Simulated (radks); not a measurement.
Question: These are the eigenvalues of the occupied orbitals of an atom or ion with whole-number occupations (hartree). All-electron calculation, Dirac Kohn-Sham, PBE, spin-unpolarised, spherical densities, point nucleus. Program: a radial shooting solver on a logarithmic mesh with Libxc functionals.

| orbital | eigenvalue |
|---|---|
| 1s1/2 | -14.53758 |
| 2s1/2 | -0.97602 |
| 2p1/2 | -0.54489 |
| 3s1/2 | -0.08163 |

Which element is it, and in what charge state? The configuration may be excited. Open shells, if any, fill j = l - 1/2 first.

Answer: Z = 7, nitrogen, charge 0: N in [He] 2s2 2p2 3s1. The list shows which subshells hold electrons but not how many an open one holds; the 1s level, -14.538 hartree, gives Z - s = 5.4 by -(Z - s)^2/2, which with screening and relativity narrows Z to a few neighbours, and the depths of the outer levels then fix element, charge and occupations together.
